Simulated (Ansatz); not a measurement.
`O[SiH2]S[SiH](Cl)Cl` + `BN` → `BN[SiH2]O` + `S[SiH](Cl)Cl`  (ligand exchange at the Si–S bond)

Isolated molecules relaxed with PBE0-D4/def2-TZVP in Ansatz; ΔE leaves out vibrations. CCSD(T)/CBS adds triple-zeta CCSD(T) − MP2 to the extrapolated MP2 energy (def2 sets, frozen cores). This one scheme is used for every species. One conformer a species, not always the lowest.

```csv
level,ΔE (kJ/mol)
HF/def2-TZVPP,2.4
HF/def2-QZVPP,1.4
HF/CBS(def2),1.3
MP2/CBS(def2),26.6
```

Question: What does CCSD(T)/CBS give? (Best estimate.)

Answer: The calculation gave: +21.9 kJ/mol. The listed levels differ from it by -19.5, -20.5, -20.6, 4.7 kJ/mol.

Largest T1 diagnostic among the species: 0.012.

The D4 term adds +9.9 kJ/mol with B3LYP and +5.6 kJ/mol with PBE0; it sums over pairs of atoms, weighted by their polarisabilities, and B3LYP, whose exchange is more repulsive, gets the larger term. In def2-TZVPP, CCSD(T) changes the Hartree–Fock value by +15.9 kJ/mol (the triples alone add +3.9 kJ/mol) and MP2 by +20.6 kJ/mol.

B3LYP here is the variant with VWN-RPA as its local correlation; programs differ in this.
